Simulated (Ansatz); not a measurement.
`C[S][Ga]([F])[F]` + H₂O → `[OH][Ga]([F])[F]` + CH₃SH at 298.15 K and 1 bar (formal hydrolysis of a Ga–S bond).

Gas-phase electronic energies from Ansatz, PBE0-D4/def2-TZVP geometries. CBS: MP2 limit from def2 TZ/QZ plus the TZ coupled-cluster correction, frozen cores. This one scheme is used for every species. For Ga outer-core shells are correlated without core-valence functions, which leaves a few kJ/mol of doubt a bond. Scalar relativity is left out up to krypton. Each species was taken in one conformer, which may not be the lowest.

```json
{"species": "`C[S][Ga]([F])[F]`", "CCSD(T)/CBS energy (Eh)": "-2561.27813", "H − E (kJ/mol)": "136.4", "S (J/(mol·K))": "381.9"}
{"species": "H₂O", "CCSD(T)/CBS energy (Eh)": "-76.37941", "H − E (kJ/mol)": "66.4", "S (J/(mol·K))": "188.7"}
{"species": "`[OH][Ga]([F])[F]`", "CCSD(T)/CBS energy (Eh)": "-2199.41346", "H − E (kJ/mol)": "63.3", "S (J/(mol·K))": "313.3"}
{"species": "CH₃SH", "CCSD(T)/CBS energy (Eh)": "-438.22835", "H − E (kJ/mol)": "133.0", "S (J/(mol·K))": "253.2"}
```

H − E and S are ideal-gas, rigid-rotor, harmonic terms from PBE0-D4/def2-TZVP, for one conformer and one mirror image of each species. 1 Eh = 2625.50 kJ/mol, R = 8.31446 J/(mol·K).

**Question.** By hand: ΔE, ΔH, ΔS and ΔG.

**Answer.** ΔE = (-2199.41346) + (-438.22835) − (-2561.27813) − (-76.37941) = 0.01573 Eh = 41.3 kJ/mol. Δ(H − E) = 63.3 + 133.0 − 136.4 − 66.4 = -6.5, so ΔH = 34.8 kJ/mol. ΔS = 313.3 + 253.2 − 381.9 − 188.7 = -4.1 J/(mol·K). ΔG = 34.8 − 298.15 × (-4.1)/1000 = 36.0 kJ/mol.

**Question.** By hand: the equilibrium constant, and the temperature at which ΔG would vanish if ΔH and ΔS stayed fixed.

**Answer.** log₁₀ K = −ΔG/(RT ln 10) = -6.3. ΔH and −TΔS have one sign here, so there is no such temperature. One of them is within its doubt of zero, so this could turn.

The number of gas molecules stays the same, so ΔS is small and ΔH decides. A doubt of 5 kJ/mol in ΔE shifts log₁₀ K by 0.9 here. Other conformers and mirror images would add mixing entropy, several J/(mol·K) or more a flexible species. Modes under 60 cm⁻¹, often nearly free rotors, make the harmonic entropy too high. These are equilibria of isolated gas molecules and say nothing of rates. Largest T1 diagnostic: 0.015 (customary marks: 0.02 for closed shells, 0.045 for open ones).
